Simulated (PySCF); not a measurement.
C₃H₄ClNSi, SMILES [Si@@H]1(C=NC=C1)Cl. Heavy atoms are numbered as in [Cl:1][Si@@H:2]1[CH:3]=[CH:4][N:5]=[CH:6]1. Hydrogens are named by the atom that carries them.

Coordinates come from a r2SCAN-D4/def2-SVP optimisation. The structure was generated by enumeration; whether it is a known compound was not checked.

Calculation: PBE/pcSseg-1 run with PySCF.

GIAO shieldings, no solvent; atoms alike by connectivity are averaged. δ = σ(ref) − σ: ³⁵Cl against HCl (σ = 936.5 ppm); ²⁹Si against TMS (σ = 335.4 ppm); ¹³C against TMS (σ = 182.0 ppm); ¹⁵N against NH3 (σ = 267.0 ppm); ¹H against TMS (σ = 31.49 ppm), references at their B3LYP-D3(BJ)/def2-TZVP geometries, non-relativistic (without spin–orbit terms, shifts of atoms bonded to Cl or Br come out too high).

Question: Estimate the chemical shifts. (The exact figures need the calculation; the answer reports its results.)

Answer: 
```tsv
nucleus	atoms	count	δ (ppm)
³⁵Cl	Cl1	1	-47.2
²⁹Si	Si2 (SiH)	1	-10.5
¹³C	C6 (CH)	1	186.8
¹³C	C4 (CH)	1	168.7
¹³C	C3 (CH)	1	117.6
¹⁵N	N5	1	461.8
¹H	H on C6	1	8.95
¹H	H on C4	1	8.40
¹H	H on C3	1	5.84
¹H	H on Si2	1	5.80
```
